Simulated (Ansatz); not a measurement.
CH5FO2Si2, SMILES `O=C(O[SiH3])[SiH2]F`, relaxed with RKS PBE0-D4/def2-TZVP in Ansatz from a PBE-D4/def2-SVP geometry. The force threshold is 0.005 eV/Å; the program also tests the step.

Total charge 0; spin multiplicity 1.

Start:

```xyz
11

O    -1.456   -0.042    0.549
C    -0.344    0.335    0.207
O     0.579   -0.487   -0.325
Si    0.119   -2.165   -0.515
Si    0.129    2.187    0.425
F     1.659    2.498   -0.066
H    -0.174   -2.775    0.820
H     1.350   -2.763   -1.118
H    -1.045   -2.279   -1.451
H     0.007    2.505    1.883
H    -0.824    2.987   -0.409
```

Task: How much energy does the relaxation release, and in how many steps? (Estimate.)

Result: Ansatz gave: 0.09 eV, in 8 steps.

Task: Which bonds change most? (Best estimate.)

Result: The calculation gave: O3–Si4 from 1.750 to 1.702 Å; Si5–F6 from 1.637 to 1.594 Å; Si5–H11 from 1.498 to 1.478 Å; Si5–H10 from 1.497 to 1.478 Å.

Task: Give the relaxed structure. (Estimate.)

Result: Ansatz gave: 
```xyz
11

O    -1.450   -0.036    0.543
C    -0.350    0.330    0.206
O     0.555   -0.498   -0.317
Si    0.126   -2.134   -0.510
Si    0.127    2.166    0.421
F     1.619    2.437   -0.069
H    -0.168   -2.742    0.805
H     1.346   -2.723   -1.103
H    -1.021   -2.254   -1.436
H     0.022    2.487    1.860
H    -0.807    2.967   -0.399
```
